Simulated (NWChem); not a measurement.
System: C₃H₇NSi; SMILES C[SiH2]CC#N

```xyz
12

C      0.3421     2.4926     0.0000
Si    -0.5179     0.8144     0.0000
C      0.8019    -0.5834     0.0000
C      0.1975    -1.9082     0.0000
N     -0.3215    -2.9480     0.0000
H     -0.3967     3.3021     0.0000
H      0.9736     2.6187     0.8868
H      0.9736     2.6187    -0.8868
H     -1.3640     0.6464    -1.2096
H     -1.3640     0.6464     1.2096
H      1.4452    -0.4755     0.8824
H      1.4452    -0.4755    -0.8824
```
Atoms are numbered in this order, from 1.

Results from NWChem. Pople sets run with spherical d functions. Structure relaxed at the B3LYP/6-31G* (spherical d) level. GIAO values for the isolated, static molecule; σ is the absolute isotropic shielding, δ = σ(reference) − σ with the isolated reference molecule computed at the same levels (13C: tetramethylsilane, 1H: tetramethylsilane, 15N: ammonia, 29Si: tetramethylsilane).

Task: Estimate the computed values for Hartree-Fock/6-31G*. Quantities: δ C1 (ppm); δ Si2 (ppm); δ C3 (ppm); δ C4 (ppm); δ N5 (ppm); δ H9 (ppm); δ H11 (ppm).

Result: 
```json
{
  "δ C1 (ppm)": "-4.9",
  "δ Si2 (ppm)": "-18.8",
  "δ C3 (ppm)": "-0.6",
  "δ C4 (ppm)": "117.0",
  "δ N5 (ppm)": "270.1",
  "δ H9 (ppm)": "4.51",
  "δ H11 (ppm)": "1.13"
}
```
